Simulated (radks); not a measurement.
Task: The mean radii <r> (bohr) of the occupied orbitals of an atom or ion are listed with their occupations. Calculated with a radial shooting solver on a logarithmic mesh with Libxc functionals: scalar-relativistic Kohn-Sham, LDA (Slater exchange, Perdew-Wang correlation), spin-polarised, spherical densities, point nucleus.

orbital  occ.      <r>
1s up       1  0.02845
1s down     1  0.02845
2s up       1   0.1227
2s down     1   0.1227
2p up       3   0.1072
2p down     3   0.1072
3s up       1   0.3311
3s down     1   0.3310
3p up       3   0.3291
3p down     3   0.3291
3d up       5   0.3055
3d down     5   0.3055
4s up       1   0.7867
4s down     1   0.7866
4p up       3   0.8452
4p down     3   0.8450
4d up       5   0.9991
4d down     4   0.9984
5s up       1    1.973
5s down     1    1.972
5p up       1    2.307
6s up       1    4.371

Name the element and its charge. Open shells, if any, are filled with parallel spins first.

Result: Z = 51, antimony, charge +2: Sb2+ in [Kr] 4d9 5s2 5p1 6s1. The 1s radius gives Z: for a bare nucleus <r> = (2 gamma + 1)/(2Z) with gamma = sqrt(1 - (Z/c)^2), 0.028 bohr for Z = 51, and screening makes it slightly larger (0.02845 here). The occupations add up to 49, and the charge is Z minus that.
